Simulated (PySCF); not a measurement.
Species: GeH₉NSi₂.
Bonds: Si1–Si2, Si2–N3, N3–Ge4. Hydrogens: H5, H6, H7 on Si1; H8, H9 on Si2; H10 on N3; H11, H12, H13 on Ge4.

A GFN2-xTB structure with every atom displaced at random (by about 0.01 Å) was refined with PBE0-D3(BJ)/def2-SVP geometry optimisation, gas phase (PySCF 2.14.0). Values at the start:

| coordinate | start |
| --- | --- |
| Si1–Si2 | 2.321 Å |
| Si1–H5 | 1.445 Å |
| Si2–N3 | 1.755 Å |
| Si2–H8 | 1.464 Å |
| N3–Ge4 | 1.793 Å |
| N3–H10 | 1.008 Å |
| Ge4–H11 | 1.489 Å |
| Ge4–H12 | 1.477 Å |
| Si1–Si2–H8 | 114.8° |
| Si1–Si2–H9 | 113.7° |
| Si2–Si1–H5 | 110.8° |
| Si2–N3–Ge4 | 126.4° |
| Si2–N3–H10 | 112.7° |
| N3–Si2–H8 | 104.5° |
| N3–Si2–H9 | 109.9° |
| N3–Ge4–H12 | 109.4° |
| Si1–Si2–N3–Ge4 | -38° |

Q: How do these coordinates change at the PBE0-D3(BJ)/def2-SVP level?

A: 
```
    coordinate  PBE0-D3(BJ)/def2-SVP (Å or °)  change
       Ge4–H12                          1.538  +0.061
       Ge4–H11                          1.545  +0.056
        Si1–H5                          1.497  +0.052
        N3–Ge4                          1.838  +0.045
        Si2–H8                          1.500  +0.036
       Si1–Si2                          2.348  +0.027
        Si2–N3                          1.739  -0.016
        N3–H10                          1.017  +0.009
    Si1–Si2–H9                          107.1    -6.6
    Si1–Si2–H8                          108.5    -6.3
     N3–Si2–H8                          110.1    +5.6
     N3–Si2–H9                          113.5    +3.6
    Si2–Si1–H5                          107.3    -3.5
    Si2–N3–H10                          115.7    +3.0
    Si2–N3–Ge4                          129.1    +2.7
    N3–Ge4–H12                          106.6    -2.8
Si1–Si2–N3–Ge4                            -19     +19
```

The energy falls by 0.257 eV over 17 energy and gradient evaluations, the largest force component goes from 0.0324 to 4.0e-04 Eh/bohr, and the atoms move by 0.382 Å rms after alignment. The bond that changes most is Ge4–H12 (ends: germanium bonded to N and 3 H; Ge–H hydrogen), which lengthens by 0.061 Å. Bonds longer at the end by more than 0.005 Å: 9 of 12; shorter: 2. Among the dihedrals that turn most is Si2–N3–Ge4–H12, from 69° to 28°. Rotational constants go from 4322, 1233, 1002 to 4222, 1194, 965.4 MHz.

The run used 127 basis functions and 103 SCF cycles in all.

Stationary, but not proved a minimum. One conformer, not necessarily the lowest.
